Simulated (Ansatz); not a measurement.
CrOF4. Total charge 0; singlet. Geometry relaxed at r2SCAN-D4/def2-SVP.

```xyz
6

Cr    0.036   -0.018   -0.002
O     1.392   -0.708   -0.066
F    -1.065   -1.252    0.460
F    -0.618   -0.184   -1.581
F     0.351    1.615   -0.426
F    -0.096    0.547    1.614
```

The restricted singlet is unstable towards broken spin symmetry at other levels; at r2SCAN-D4/def2-SVP this wasn't settled. The geometry of the singlet was relaxed on an unsound state (restricted singlet, unstable towards broken spin symmetry at other levels and untested here).

Q: Estimate the harmonic wavenumbers at RKS r2SCAN-D4/def2-SVP (Ansatz, unscaled). Is this a minimum?

A: 112, 299, 299, 346, 366, 366, 421, 584, 718, 765, 765, 1170 cm⁻¹. Yes, no mode is imaginary beyond noise. Zero-point energy 37.2 kJ/mol. Hardware: 4 threads of Arm Neoverse V1 on a shared host. Wall time 56 s.
